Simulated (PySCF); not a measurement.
These 3 structures share the formula C4H11NOSi2. Level of theory: PySCF, PBE0-D3(BJ)/def2-SVP geometry optimisation, gas phase. One conformer each; no zero-point energy, no entropy. No frequencies were run at this level. Point groups hold within 0.08 Å.

Question: Order them by energy at this level, lowest first, and give relative energies in kJ/mol.
A. `[CH3:1][C:2](=[O:3])[Si@@H:4]1[CH2:5][CH2:6][SiH2:7][NH:8]1` with C1–C2–Si4–C5 95°, C2–Si4–C5–C6 -147°, Si4–C5–C6–Si7 35°, C5–C6–Si7–N8 -29°, C6–Si7–N8–Si4 10°
B. `[CH3:1][C:2](=[O:3])[NH:4][CH:5]1[SiH2:6][CH2:7][SiH2:8]1` with C1–C2–N4–C5 -179°, C2–N4–C5–Si6 19°, N4–C5–Si6–C7 155°, C5–Si6–C7–Si8 -24°, Si6–C7–Si8–C5 25°, N4–C5–Si8–C7 -147°
C. `[CH3:1][C:2](=[O:3])[NH:4][SiH:5]1[CH2:6][SiH2:7][CH2:8]1` with C1–C2–N4–Si5 180°, C2–N4–Si5–C6 168°, N4–Si5–C6–Si7 -95°, Si5–C6–Si7–C8 -17°, C6–Si7–C8–Si5 17°, N4–Si5–C8–Si7 90°

Answer: C (0.0), A (21.6), B (100.5).

```
                  SMILES      E (Eh)  E rel (kJ/mol)  dipole (D)  point group       A, B, C (MHz)
  CC(=O)N[SiH]1C[SiH2]C1  -867.11322             0.0        3.06           C1  2998, 801.9, 781.2
CC(=O)[Si@@H]1CC[SiH2]N1  -867.10500            21.6        2.47           C1  2730, 884.3, 773.4
 CC(=O)NC1[SiH2]C[SiH2]1  -867.07496           100.5        3.44           C1  2989, 931.8, 753.3
```

How do the relative energies change in single points at PBE0/pcSseg-1 (no added dispersion term) on the same geometries?

```csv
SMILES,PBE0-D3(BJ)/def2-SVP (kJ/mol),PBE0/pcSseg-1 (kJ/mol),shift
CC(=O)N[SiH]1C[SiH2]C1,0.0,0.0,0.0
CC(=O)[Si@@H]1CC[SiH2]N1,21.6,19.7,-1.9
CC(=O)NC1[SiH2]C[SiH2]1,100.5,106.7,+6.2
```

Each column counts from its own lowest isomer. The order is unchanged; the largest shift is 6.2 kJ/mol.
